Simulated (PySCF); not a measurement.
## Computed properties of Al(F)(SH)2 (AlFH2S2), SMILES [F][Al]([SH])[SH]

AlFH2S2, SMILES [F][Al]([SH])[SH]. Geometry optimised at B3LYP-D3(BJ)/def2-SVP. The values are those of a single conformer. All values are computed for the isolated molecule unless a solvent is named; none is compared with measurement here.

**Structure.** The optimised structure has Cs symmetry. All 12 harmonic modes at B3LYP-D3(BJ)/def2-SVP (PySCF) are real, so it is a minimum. With heavy atoms numbered as in [Al:1]([F:2])([SH:3])[SH:5], the shortest bond between them is Al1–F2 at 1.664 Å and the longest Al1–S3 at 2.178 Å.

**Vibrations.** The strongest infrared lines (harmonic, unscaled, degenerate partners summed) lie at 885 cm⁻¹ (106 km/mol, F 49 %, Al 47 %), 566 cm⁻¹ (99 km/mol, Al 48 %, H 26 %, S 26 %), 680 cm⁻¹ (62 km/mol, H 72 %, S 13 %, Al 11 %). The softest mode is at 124 cm⁻¹ and the zero-point energy is 13.5 kcal/mol.

**Electronic structure.** PBE0/def2-TZVPD (PySCF) places the frontier levels at -7.95 and -1.17 eV, a gap of 6.78 eV, and gives a dipole moment of 1.20 D and a mean polarisability of 67.6 bohr³.

**Excitations.** TDA-ωB97X/def2-SVPD (PySCF) has S1 at 6.06 eV (204 nm, f = 0.000, dark); the most intense of the 10 singlets computed lies at 7.73 eV (f = 0.52). T1 (TDA) is at 5.83 eV, 0.23 eV under S1. No vertical singlet excitation falls in the visible range (under 3.1 eV).

**NMR.** GIAO shifts at PBE0/pcSseg-1 (PySCF) (non-relativistic, atoms alike by connectivity averaged): ¹H at 1.0 ppm against TMS; ¹⁹F at -146.5 ppm against CFCl3.
